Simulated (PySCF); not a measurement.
A structure optimised at B3LYP-D3(BJ)/def2-TZVP, used in a PySCF frequency run:

```xyz
9

Al     0.1172    -1.2272     0.0000
H     -0.9370    -2.4009     0.0000
H      1.6833    -1.4204     0.0000
N     -0.5050     0.4311     0.0000
C      0.2366     1.6844     0.0000
H     -1.5035     0.5866     0.0000
H      0.0204     2.2928    -0.8847
H      0.0204     2.2928     0.8847
H      1.3081     1.4777     0.0000
```

Question: Write its SMILES, formula and point group.

Answer: C[NH][AlH2], CH₆AlN, Cs

Question: What are its rotational constants (standard atomic weights)?

Answer: 36.309, 5.0727, 4.5781 GHz
